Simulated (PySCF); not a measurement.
C₃H₉NSi₂, SMILES CC1=N[C@@H]([SiH3])[SiH2]1. Atoms are numbered in the order given.

```xyz
15

C      2.7356    -0.7607     0.1225
C      1.3763    -0.2212    -0.1450
N      0.3801    -0.9621    -0.5246
C     -0.7891    -0.0263    -0.6161
Si    -2.1326    -0.4949     0.6258
Si     0.4095     1.4066    -0.2024
H      2.7509    -1.8475    -0.0519
H      3.4853    -0.2763    -0.5251
H      3.0382    -0.5564     1.1633
H     -1.2277    -0.0384    -1.6312
H     -1.5672    -0.4394     2.0084
H     -2.6546    -1.8700     0.3682
H     -3.2595     0.4837     0.5240
H      0.7546     2.3428    -1.3183
H      0.2059     2.2224     1.0381
```

The structure is a stationary point at r2SCAN-D4/def2-SVP. The structure was generated by enumeration; whether it is a known compound was not checked.

The numbers are results of PBE/def2-TZVP in PySCF, not measurements.

Gas-phase values at a fixed geometry.

Computed frontier levels, gap, dipole moment and polarisability:
The highest occupied level comes out as -5.58 eV and the lowest empty level is -1.83 eV. The orbital gap is 3.75 eV and the dipole moment is 0.362 e·Å. The quadrupole, principal values (traceless, Buckingham form, about the centre of nuclear charge) is -5.33, -0.92, 6.25 D·Å and the mean static polarisability comes out as 99.8 bohr³ (14.79 Å³). The polarisability, principal values is 79.7, 100.4, 119.3 bohr³.
